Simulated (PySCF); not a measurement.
**First hyperpolarisability: SMILES C(=C\C(=O)O)/CCCl, C₅H₇ClO₂**

Geometry:
```json
{"atom": "O1", "x (Å)": "2.789", "y (Å)": "0.215", "z (Å)": "-0.785"}
{"atom": "C2", "x (Å)": "2.411", "y (Å)": "0.242", "z (Å)": "0.360"}
{"atom": "O3", "x (Å)": "3.226", "y (Å)": "0.553", "z (Å)": "1.380"}
{"atom": "C4", "x (Å)": "1.043", "y (Å)": "-0.041", "z (Å)": "0.821"}
{"atom": "C5", "x (Å)": "0.080", "y (Å)": "-0.354", "z (Å)": "-0.041"}
{"atom": "C6", "x (Å)": "-1.334", "y (Å)": "-0.644", "z (Å)": "0.329"}
{"atom": "C7", "x (Å)": "-2.270", "y (Å)": "0.329", "z (Å)": "-0.383"}
{"atom": "Cl8", "x (Å)": "-3.969", "y (Å)": "-0.034", "z (Å)": "0.022"}
{"atom": "H9", "x (Å)": "4.119", "y (Å)": "0.739", "z (Å)": "1.050"}
{"atom": "H10", "x (Å)": "0.881", "y (Å)": "0.024", "z (Å)": "1.886"}
{"atom": "H11", "x (Å)": "0.327", "y (Å)": "-0.396", "z (Å)": "-1.095"}
{"atom": "H12", "x (Å)": "-1.584", "y (Å)": "-1.663", "z (Å)": "0.020"}
{"atom": "H13", "x (Å)": "-1.470", "y (Å)": "-0.566", "z (Å)": "1.408"}
{"atom": "H14", "x (Å)": "-2.175", "y (Å)": "0.250", "z (Å)": "-1.466"}
{"atom": "H15", "x (Å)": "-2.080", "y (Å)": "1.355", "z (Å)": "-0.069"}
```

The calculation used quadratic response PBE0/aug-cc-pVDZ first hyperpolarisability, Taylor convention, gas phase in PySCF 2.14.0. Geometry: GFN2-xTB.

(1) Give β for the processes computed.

(2) Which lowest excitations, dipole and polarisabilities go with it?

Answers

(1) In au, Taylor convention; the vector part is βᵢ = ⅓ Σⱼ (βᵢⱼⱼ + βⱼᵢⱼ + βⱼⱼᵢ); β∥ is 3/5 of the vector part along the dipole, the dipole points from − to +:
| process | λ (nm) | β vector norm | β∥ | β HRS | depolarisation ratio |
| --- | --- | --- | --- | --- | --- |
| static β(0;0,0) | ∞ | 194.1 | -73.9 | 100.5 | 2.99 |
| second harmonic β(−2ω;ω,ω) | 1064 | 258.4 | -98.0 | 129.1 | 3.18 |
| Pockels β(−ω;ω,0) | 1064 | 212.8 | -80.9 | – | – |
| second harmonic β(−2ω;ω,ω) | 800 | 330.1 | -124.8 | 160.6 | 3.34 |
| Pockels β(−ω;ω,0) | 800 | 228.9 | -86.9 | – | – |

(2) S1 4.79 eV (f = 0.000); S2 5.90 eV (f = 0.339); S3 6.10 eV (f = 0.000); dipole 1.24 D; isotropic α 87.1 au static, 88.1 au at 1064 nm, 88.8 au at 800 nm, 91.2 au at 532 nm, 95.1 au at 400 nm.
